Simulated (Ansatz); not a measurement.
`[SiH3][GeH2][SiH2][GeH2][SiH2][GeH3]` + `[SiH3][SiH2][SiH3]` → `[SiH3][SiH2][SiH2][GeH2][SiH2][GeH3]` + `[SiH3][GeH2][SiH3]`  (formal exchange of groups at a Ge–Si bond)

Gas-phase electronic energies from Ansatz, PBE0-D4/def2-TZVP geometries. CCSD(T)/CBS is the MP2 limit (def2-TZVPP, def2-QZVPP) plus CCSD(T) − MP2 in def2-TZVPP, frozen cores. DFT in def2-TZVPP. For Ge outer-core shells are correlated without core-valence functions, which leaves a few kJ/mol of doubt a bond. Scalar relativity is left out up to krypton. One conformer a species, not always the lowest.

| level | ΔE (kJ/mol) |
| --- | --- |
| revPBE-D4 | 0.5 |
| r2SCANh-D4 | 0.4 |
| BLYP | -0.3 |
| SCS-MP2/def2-TZVPP | 1.6 |

Task: What does CCSD(T)/CBS give? (Estimate.)

Result: Computed: +0.9 kJ/mol. The listed levels differ from it by -0.4, -0.5, -1.2, 0.7 kJ/mol.

Largest T1 diagnostic among the species: 0.013.

Leaving LDA and LC-ωPBE aside and taking each functional with its dispersion term where it has one, the values, not all of them listed here, spread over 0.7 kJ/mol, from B97M-V to BHLYP-D4.
